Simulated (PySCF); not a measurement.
ClFH₂O₂Sn, SMILES [OH][Sn]([OH])([F])[Cl].

Coordinates come from a PBE0-D3(BJ)/def2-SVP optimisation. The structure was generated by enumeration; whether it is a known compound was not checked. The def2 effective core potentials stand for the cores of Sn; spin–orbit coupling is left out. Other conformers were not sampled.

Computed with r2SCAN/def2-TZVP (PySCF).

Gas-phase values at a fixed geometry.

```yaml
total_energy: -926.18158 hartree
highest_occupied_level: -8.42 eV
lowest_empty_level: -3.43 eV
orbital_gap: 4.99 eV
dipole_moment: 1.94 D
quadrupole, principal values (traceless, Buckingham form, about the centre of nuclear charge): -8.32, 1.61, 6.71 D·Å
mean_static_polarisability: 54.0 bohr³ (8.01 Å³)
polarisability_principal_values: 46.2, 51.9, 63.9 bohr³
```
